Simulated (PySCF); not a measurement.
Zn(SeH)(GeH3) (GeH4SeZn), SMILES [GeH3][Zn][SeH]. Atoms are numbered in the order given.

```xyz
7

Zn     0.0109     0.0244    -0.0366
Se     0.9354     1.2868    -1.7580
H      2.2912     0.8898    -1.3215
Ge    -0.9634    -1.2700     1.7403
H     -1.0798    -2.7681     1.3735
H     -0.1248    -1.1871     3.0377
H     -2.3875    -0.7787     2.0926
```

The structure is a stationary point at B3LYP-D3(BJ)/def2-SVP. The structure was generated by enumeration; whether it is a known compound was not checked. The values are those of a single conformer.

All values below come from PBE/def2-TZVPD run with PySCF.

Gas-phase values at a fixed geometry.

### Question
Estimate the frontier levels, gap, dipole moment and polarisability. (An estimate is asked for; the answer gives what the named calculation found.)

### Answer

```yaml
highest_occupied_level: -5.87 eV
lowest_empty_level: -1.93 eV
orbital_gap: 3.95 eV
dipole_moment: 0.91 D
quadrupole, principal values (traceless, Buckingham form, about the centre of nuclear charge): -8.13, 0.74, 7.40 D·Å
mean_static_polarisability: 103.2 bohr³ (15.30 Å³)
polarisability_principal_values: 78.0, 79.6, 152.1 bohr³
```
